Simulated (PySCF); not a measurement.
Al(Me)(OH)2 (CH5AlO2), SMILES [CH3][Al]([OH])[OH].

Coordinates come from a ωB97X-D3(BJ)/def2-SVP optimisation. The isomer is the one that the SMILES or the coordinates give; other isomers of the formula were not compared. Other conformers were not sampled.

Two levels are set side by side: TDDFT-PBE/def2-SVPD (PySCF) and TDDFT-ωB97X/def2-SVPD (PySCF). Vertical, same geometry. The lowest singlet is HOMO→LUMO 99 % with PBE and HOMO−1→LUMO 82 % with the other functional; states are paired by order. Differences are taken from unrounded values.

| quantity | TDDFT-ωB97X | TDDFT-PBE | TDDFT-PBE minus TDDFT-ωB97X |
|---|---|---|---|
| lowest singlet excitation (eV) | 7.49 | 6.06 | -1.42 |
| lowest triplet excitation (TDA) (eV) | 7.29 | 5.88 | -1.41 |
| first bright state (f over 0.05) (eV) | 7.69 | 6.41 | -1.28 |
| its oscillator strength | 0.07 | 0.10 | 0.04 |

A lower first singlet is the usual sign of a functional without exact exchange. Differences between two approximate levels are no errors against the true value.

Rough cost on one machine, each run with all the roots and properties that it gave: TDDFT-ωB97X against TDDFT-PBE about 5 times.
